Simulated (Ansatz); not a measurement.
A run on `O[Si](O)(O)[O][Sn]([F])([O][Si](O)(O)O)[O][Si](O)(O)O` with other settings.

```yaml
crystal:
  periodic: [false, false, false]
  atoms:
    - {symbol: O, position_ang: [-0.447703, -1.912582, -2.270933]}
    - {symbol: Si, position_ang: [0.397685, -0.710917, -3.000165]}
    - {symbol: O, position_ang: [1.933241, -1.246225, -3.047234]}
    - {symbol: O, position_ang: [-0.160168, -0.409391, -4.492774]}
    - {symbol: O, position_ang: [0.225836, 0.661366, -2.132924]}
    - {symbol: Sn, position_ang: [0.783743, 1.145745, -0.356451]}
    - {symbol: F, position_ang: [2.377261, 2.137532, -0.606848]}
    - {symbol: O, position_ang: [-0.484194, 2.267013, 0.552658]}
    - {symbol: Si, position_ang: [-0.851954, 2.147069, 2.148572]}
    - {symbol: O, position_ang: [-1.774270, 3.404117, 2.579472]}
    - {symbol: O, position_ang: [0.493522, 2.128969, 3.067045]}
    - {symbol: O, position_ang: [-1.671783, 0.756266, 2.422634]}
    - {symbol: O, position_ang: [1.217743, -0.333436, 0.819293]}
    - {symbol: Si, position_ang: [0.096957, -1.516992, 1.025012]}
    - {symbol: O, position_ang: [-1.243044, -1.017838, 0.214880]}
    - {symbol: O, position_ang: [-0.198038, -1.755801, 2.596361]}
    - {symbol: O, position_ang: [0.588166, -2.906603, 0.320364]}
    - {symbol: H, position_ang: [0.070778, -2.615257, -1.861063]}
    - {symbol: H, position_ang: [2.553685, -0.801349, -3.625975]}
    - {symbol: H, position_ang: [-0.736433, 0.347270, -4.605600]}
    - {symbol: H, position_ang: [-1.400935, 4.283401, 2.511137]}
    - {symbol: H, position_ang: [1.048368, 1.346563, 3.045510]}
    - {symbol: H, position_ang: [-2.134756, 0.379593, 1.666072]}
    - {symbol: H, position_ang: [-1.307116, -1.353229, -0.696695]}
    - {symbol: H, position_ang: [-0.693520, -1.038108, 3.012466]}
    - {symbol: H, position_ang: [1.316941, -3.387184, 0.715217]}
basis:
  gaussian: {orbitals: def2-TZVPD}
hamiltonian: {xc: {name: r2SCAN}}
```

```sh
$ ansatz run in.yaml --threads 6 --pin off --events-out ev --progress --plain --max-ram 174080MiB --backend cuda --devices 0, --max-vram 75GiB
```

It prints (some lines left out):

```
Functional definition: r2SCAN
4093 factors; their error is unknown
mean field evaluation 1: about -56861.3303 eV, gradient 1.9e2 eV
mean field evaluation 2: about -56746.2320 eV, gradient 3.1e2 eV
mean field evaluation 4: about -56913.7925 eV, gradient 2.0e1 eV
mean field evaluation 8: about -56914.4500 eV, gradient 2.0e-1 eV
mean field evaluation 16: about -56914.4212 eV, gradient 7.0e-3 eV
mean field -56914.42119881 eV, -2091.5664010761 hartree, gradient 1.2e-5 eV, S^2 0.000000; 0 other end points of the search recorded, 0 dependent functions left out
reference -56914.42123752 eV, -2091.5664024987 hartree; 89, 89 occupied and 697, 697 virtual orbitals, 4093 factors
Total energy: -56914.42123752 eV, -2091.5664024987 hartree
```

Hardware: 6 threads of an AMD EPYC 7R13 on a shared host and a whole NVIDIA H100 80 GB. Wall time 6 s, peak host memory 2.4 GiB.
